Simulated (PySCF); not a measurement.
Below is a simulated gas-phase C 1s photoelectron spectrum of `[CH2]1[C@@H](C[CH2][AlH]1)B(C)C`.

Every computed line was given a Gaussian of 0.8 eV full width at half maximum and an area set by the number of equivalent atoms; the highest printed point is 100. Theory: PySCF, delta-SCF UKS SCAN, pcX-2 on the ionised atom, pcseg-1 elsewhere, spin-free X2C.

```csv
binding energy (eV),intensity
288.2,0
288.3,0
288.4,1
288.5,2
288.6,5
288.7,9
288.8,15
288.9,25
289.0,38
289.1,53
289.2,70
289.3,85
289.4,95
289.5,100
289.6,98
289.7,91
289.8,79
289.9,66
290.0,53
290.1,42
290.2,32
290.3,24
290.4,17
290.5,12
290.6,8
290.7,5
290.8,3
290.9,1
291.0,1
291.1,0
291.2,0
291.3,0
```

Q: How many maxima does the curve show, and how many computed lines lie under it?

A: The curve has 1 maximum (at 289.5 eV). Under it lie 5 lines from 5 inequivalent carbon sites. At this width some lines have no maximum of their own.

Q: Decompose the envelope and assign each component. Numbering: `[CH3:1][B:2]([CH3:3])[C@@H:4]1[CH2:5][CH2:6][AlH:7][CH2:8]1`.

A: 
| position (eV) | relative area | line | atoms | environment |
| --- | --- | --- | --- | --- |
| 289.30 | 1 | C 1s | C6 | ring CH2 carbon |
| 289.43 | 1 | C 1s | C8 | ring CH2 carbon |
| 289.52 | 1 | C 1s | C4 | sp3 carbon bound to boron |
| 289.59 | 2 | C 1s | C1/C3 | sp3 carbon bound to boron |
| 290.10 | 1 | C 1s | C5 | ring CH2 carbon |

Q: What are the centre and the root-mean-square width of the whole band?

A: The area-weighted mean of the lines is 289.59 eV. Their own spread about it is 0.25 eV (rms) and each Gaussian has σ = 0.8/2.355 = 0.34 eV; the variances add, which gives 0.42 eV.

Lowest listed C 1s: C6, bonded to C, 2 H and Al. Highest, 0.80 eV above it: C5, bonded to 2 C and 2 H. Summing the Pauling electronegativity differences to the bonded atoms, each weighted by its formal bond order, gives -1.64 for the lowest site and -0.70 for the highest; no listed site has a larger sum than the highest.

No satellites, vibrations or lifetime broadening are included. One atom of each set of topologically equivalent atoms was ionised and stands for the set; in this conformer not all members are related by symmetry, and their own values weren't computed. Isolated species at its PBE0-D3(BJ)/def2-SVP geometry (one conformer only).

The run took 5.6 min of wall time on Arm Neoverse N1, one thread (shared host), and the process peaked at 0.73 GiB of memory.
